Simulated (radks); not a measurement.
The numbers below are computed, except where a source is named.
Question: Coherent X-ray form factor from a spherical all-electron density. Code: a radial shooting solver on a logarithmic mesh with Libxc functionals. Model: non-relativistic Kohn-Sham, revPBE, spin-polarised, spherical densities, point nucleus.

sin(theta)/lambda (1/angstrom),f0 (electrons)
0.05,9.822
0.1,9.325
0.15,8.601
0.2,7.755
0.25,6.881
0.3,6.043
0.4,4.605
0.5,3.541
0.6,2.803
0.8,1.983
1,1.615
1.25,1.380
1.5,1.215
2,0.925

The species is in the configuration that NIST lists as its ground one. Which atom or ion scatters so?

Answer: Neutral neon, [Ne]. Extrapolating in s^2 from the first two rows gives f0(0) = 10.0, near the electron count 10; among species with that count, the fall with angle is slower the higher Z, and the table is that of Z = 10; from so few rows the species is fixed only to a neighbour or two.
